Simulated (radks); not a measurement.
Spherical quantum dot in the effective-mass picture: electrons in a hard-walled sphere of radius 9.47, with a point charge +1 (a donor) at the centre, all in effective atomic units (hartree* = m*/eps^2 hartree, bohr* = eps/m* bohr), one dielectric constant everywhere. Calculated with a radial shooting solver with Libxc functionals: non-relativistic Kohn-Sham, LDA (Slater exchange, Perdew-Wang correlation), spin-polarised, spherical densities. Levels are named by radial order and angular momentum (1s, 1p, 1d, 2s, ...), and open shells are averaged over m. At N = 2 the configuration is 1s2. Does electron 3 go into 2s up or 1p up?

Answer. Into 1p up. The total energies of the other choices lie higher by 0.00664 hartree* (2s up).
